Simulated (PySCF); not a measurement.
# What a mistake does to a calculation on BH3NOSi

All numbers below are calculated, not measured. They come from PySCF 2.14.0, an open-source quantum chemistry program, on an isolated molecule that a program drew, which may never have been made. The molecule is BH3NOSi (charge 0, doublet), drawn as the SMILES string `N=B[SiH]O`.

Each row is a Hartree-Fock (HF) and frozen-core CCSD(T) single point in the cc-pV(D+d)Z basis, meant for a local HF minimum. Run 1 is clean. Each other run has one planted mistake out of seven kinds, and not every kind appears here: one electron removed, one electron added, multiplicity raised by two, geometry at a saddle point, minimal basis STO-3G, one bond length entered in bohr, all coordinates scaled. The reference is restricted for singlets and unrestricted otherwise, and also for a bond in bohr. Adding or removing an electron swaps singlet and doublet. Electrons count all cores. HOMO and LUMO are orbital energies over both spins, the gradient is its largest component, and the lowest frequency (negative if imaginary) is given only where the gradient is small. Bond lengths are over the 6 bonds as drawn. T1 is the CCSD diagnostic: over 0.02 (restricted) or 0.045 (unrestricted) a single reference is doubtful.

Geometry of the clean run:
```xyz
7
BH3NOSi, angstrom
N    -2.2946   -0.1761   -2.2327
B    -1.2644   -0.1039   -1.5669
Si    0.4611   -0.0767   -0.5624
O     0.8376    1.4989   -0.2276
H    -3.1277   -0.2170   -2.7577
H     0.3739   -0.8919    0.6744
H     1.6084    1.6830    0.2884
```

| run | electrons | basis functions | <S^2> | HOMO (eV) | LUMO (eV) | gradient (hartree/bohr) | lowest frequency (cm^-1) | mean bond (Å) | longest bond (Å) | T1 | HF (hartree) | CCSD(T) (hartree) | mistake |
|---|---|---|---|---|---|---|---|---|---|---|---|---|---|
| 1 | 37 | 80 | 0.756 | -8.86 | 1.45 | 3.3e-05 | 153 | 1.3825 | 1.997 | 0.0183 | -444.69827 | -445.25102 | no fault |
| 2 | 37 | 80 | 1.531 | -10.49 | 0.43 | 1.9e-02 | - | 1.5227 | 1.997 | 0.0810 | -444.55768 | -445.11260 | one bond length entered in bohr |
| 3 | 37 | 80 | 0.757 | -9.40 | 0.85 | 9.4e-02 | - | 1.5041 | 2.173 | 0.0226 | -444.64554 | -445.22039 | all coordinates scaled |
| 4 | 37 | 80 | 3.773 | -5.39 | 0.15 | 2.2e-01 | - | 1.3825 | 1.997 | 0.0187 | -444.52862 | -445.03736 | ? |
| 5 | 37 | 27 | 0.754 | -5.81 | 6.01 | 8.2e-02 | - | 1.3825 | 1.997 | 0.0207 | -439.26192 | -439.48171 | ? |

**Which mistake was planted in run 4, and what did it cost?**

Electrons, basis and geometry are unchanged, and <S^2> is 3.773, beside S(S+1) = 3.75 for a multiplicity of 4. So the mistake is: multiplicity raised by two. Subtracting run 1 and multiplying by 627.51 kcal/mol a hartree, the energy moved by 106.5 kcal/mol in HF and 134.1 kcal/mol in CCSD(T).

**Which mistake was planted in run 5, and what did it cost?**

It has 27 basis functions where the clean run has 80, with the same electrons and geometry. So the mistake is: minimal basis STO-3G. Subtracting run 1 and multiplying by 627.51 kcal/mol a hartree, the energy moved by 3411.4 kcal/mol in HF and 3620.3 kcal/mol in CCSD(T).

Cautions from the logs. Run 2: T1 is over the limit, so its CCSD(T) energy is less reliable.
